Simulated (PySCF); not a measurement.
## Basis and Hamiltonian dependence of the excitation energy of S

S [Ne] 3s2 3p4 (3P) → S [Ne] 3s2 3p3 3d1 (5D). Calculated with PySCF 2.14 from differences of total energies of unrestricted determinants, without spin-orbit coupling. Values in eV.

| basis | Hamiltonian | functions | UHF | r2SCAN | PBE0 | MP2 (valence) | CCSD(T) (valence) | CCSD(T) (valence and next inner shell) |
| --- | --- | --- | --- | --- | --- | --- | --- | --- |
| aug-cc-pVTZ-DK | spin-free X2C | 50 | 8.739 | 9.272 | 9.237 | 9.292 | n/a | n/a |
| aug-cc-pV(T+d)Z | non-relativistic | 55 | 8.581 | 9.083 | 9.057 | 9.126 | 9.249 | n/a |
| aug-cc-pV(T+d)Z with one added diffuse shell each of s, p, d, f type | non-relativistic | 71 | 7.674 | 8.238 | 8.193 | 8.246 | 8.376 | n/a |
| aug-cc-pwCVTZ | non-relativistic | 75 | 8.572 | 9.070 | 9.048 | 9.119 | 9.243 | 9.260 |
| def2-QZVPPD | non-relativistic | 79 | 8.084 | 8.604 | 8.557 | 8.727 | 8.867 | 8.873 |
| aug-cc-pVQZ-DK | spin-free X2C | 84 | 8.244 | 8.780 | 8.741 | 8.843 | 8.970 | n/a |
| dyall-av3z | spin-free X2C | 84 | 8.731 | 9.255 | 9.229 | 9.290 | 9.413 | n/a |
| x2c-QZVPPall with one added diffuse shell each of s, p, d, f type | spin-free X2C | 86 | 8.266 | 8.782 | 8.739 | 8.860 | 8.990 | 8.996 |
| aug-cc-pV(Q+d)Z | non-relativistic | 89 | 8.140 | 8.653 | 8.619 | 8.733 | 8.863 | n/a |
| aug-cc-pV(Q+d)Z with one added diffuse shell each of s, p, d, f, g type | non-relativistic | 114 | 7.557 | 8.159 | 8.109 | 8.235 | n/a | n/a |
| aug-cc-pCVQZ-DK | spin-free X2C | 134 | 8.156 | 8.666 | 8.632 | 8.754 | n/a | n/a |
| aug-cc-pwCVQZ | non-relativistic | 134 | 8.158 | 8.666 | 8.633 | 8.755 | n/a | n/a |

Task: Estimate the row for aug-cc-pCVTZ-DK with one added diffuse shell each of s, p, d, f type (spin-free X2C, 91 functions).

Result: From the rows with the same Hamiltonian and similar size; the calculation gives UHF 7.67; r2SCAN 8.24; PBE0 8.20; MP2 (valence) 8.25; CCSD(T) (valence) 8.38 (eV).

Frozen in the all-electron rows: valence: [Ne]; valence and next inner shell: 1s2.

At UHF, aug-cc-pVTZ-DK, aug-cc-pV(T+d)Z, aug-cc-pV(T+d)Z with one added diffuse shell each of s, p, d, f type, aug-cc-pwCVTZ, dyall-av3z, aug-cc-pCVTZ-DK with one added diffuse shell each of s, p, d, f type, aug-cc-pV(Q+d)Z with one added diffuse shell each of s, p, d, f, g type lie more than 0.3 eV from the median of the rows with comparable relativity.

Reference for a calculation without spin-orbit coupling: 8.392 eV (measured, between term centres; NIST).
